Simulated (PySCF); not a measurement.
C6H3Cl, SMILES C#C/C=C(/Cl)C#C.

Coordinates come from a PBE0-D3(BJ)/def2-SVP optimisation. The structure was generated by enumeration; whether it is a known compound was not checked.

Two levels are set side by side: TDA-PBE/def2-SVPD (PySCF) and TDA-LC-ωPBE/def2-SVPD (PySCF). Vertical, same geometry. The lowest singlet is HOMO−1→LUMO 99 % with PBE and HOMO→LUMO 86 % with the other functional; states are paired by order. Differences are taken from unrounded values.

```
quantity                               TDA-LC-ωPBE  TDA-PBE  TDA-PBE minus TDA-LC-ωPBE
-------------------------------------  -----------  -------  -------------------------
lowest singlet excitation (eV)                5.12     4.25                      -0.86
lowest triplet excitation (TDA) (eV)          2.60     2.55                      -0.05
first bright state (f over 0.05) (eV)         5.12     4.61                      -0.50
its oscillator strength                       0.49     0.45                      -0.03
```

A lower first singlet is the usual sign of a functional without exact exchange. Differences between two approximate levels are no errors against the true value.

Rough cost on one machine, each run with all the roots and properties that it gave: TDA-LC-ωPBE against TDA-PBE about 2 times.
